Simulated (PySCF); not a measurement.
# Spinor energies of Te⁴⁺ (tellurium, charge +4)

Start: [Kr] 4d10 5s2. Calculated with PySCF 2.14 in x2c-QZVPPall-2c (13s13p9d4f1g, 134 functions): generalised Hartree-Fock with the X2C-1e Hamiltonian and a Gaussian nucleus; one run each with spin-orbit coupling (SO) switched off, then screened by Boettger's factors.

```
spinor shell  electrons  ε, spin-free (eV)  ε, screened SO (eV)  weight of nominal j (screened SO)  rms radius, screened SO (bohr)
       1s1/2          2           -32017.7             -32014.7                              1.000                          0.0318
       2s1/2          2            -5044.6              -5043.8                              1.000                           0.130
       2p1/2          2            -4525.8              -4716.8                              1.000                           0.112
       2p3/2          4            -4525.8              -4439.5                              1.000                           0.117
       3s1/2          2            -1080.7              -1080.4                              1.000                           0.343
       3p1/2          2            -907.84              -944.48                              1.000                           0.336
       3p3/2          4            -907.84              -891.18                              1.000                           0.347
       3d3/2          4            -647.45              -653.91                              1.000                           0.320
       3d5/2          6            -647.45              -642.92                              1.000                           0.323
       4s1/2          2            -236.66              -236.61                              1.000                           0.813
       4p1/2          2            -180.41              -187.45                              1.000                           0.858
       4d3/2          4            -96.108              -97.067                              1.000                            1.02
       4d5/2          6            -96.108              -95.447                              1.000                            1.04
       5s1/2          2            -56.480              -56.479                              1.000                            2.02
```

(1) Where does 4p3/2 lie, and what is the 4p spin-orbit splitting (screened SO)?

```csv
quantity,spin-free,screened SO
E (hartree),-6786.77391,-6788.67184
M_J,0,0
⟨J²⟩,0.000,0.000
⟨L²⟩,0.000,0.021
⟨S²⟩,0.000,0.021
```

Breit and QED terms are absent; they matter most for the inner s and p1/2 levels.

Densities and radii are taken from the X2C orbitals without a picture-change correction, which distorts them close to the nucleus.

Without spin-orbit coupling the j labels of p, d and f shells carry no meaning; the spin-free column gives the mean over the occupied spinors of each nl shell.

Results:

(1) At -177.21 eV, 10.239 eV above 4p1/2.
